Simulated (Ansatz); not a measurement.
Computed with Ansatz on PBE0-D4/def2-TZVP structures; ΔE is electronic, products minus reactants. CCSD(T)/CBS is the MP2 limit (def2-TZVPP, def2-QZVPP) plus CCSD(T) − MP2 in def2-TZVPP, frozen cores. This one scheme is used for every species. Functionals use def2-TZVPP. Triplets are unrestricted, without spin–orbit coupling. For Ge outer-core shells are correlated without core-valence functions, which leaves a few kJ/mol of doubt a bond. Scalar relativity is left out up to krypton.

Consider the formal loss of a carbene: `[CH3][GeH2][F]` → `[CH2]` (triplet) + `[F][GeH3]`.

**Question.** Is it downhill or uphill in electronic energy at CCSD(T)/CBS, and by how much? (An estimate is asked.)

**Answer.** Ansatz gave: Uphill: ΔE = +478.6 kJ/mol.

**Question.** What do these levels give: PBE-D4, r2SCAN-D4, revPBE, MP2/def2-SVP, HF/def2-QZVPP, MP2/def2-QZVPP? (Estimate.)

**Answer.** The calculation gave: PBE-D4 480.7, r2SCAN-D4 454.2, revPBE 451.5, MP2/def2-SVP 459.7, HF/def2-QZVPP 325.6, MP2/def2-QZVPP 488.0 kJ/mol.

Largest T1 diagnostic among the species: 0.012.

From PBE to PBE0 (25 % exact exchange), in def2-TZVPP and without D4, ΔE moves by −7.4 kJ/mol. In def2-TZVPP, CCSD(T) changes the Hartree–Fock value by +139.7 kJ/mol (the triples alone add +11.1 kJ/mol) and MP2 by +154.7 kJ/mol.
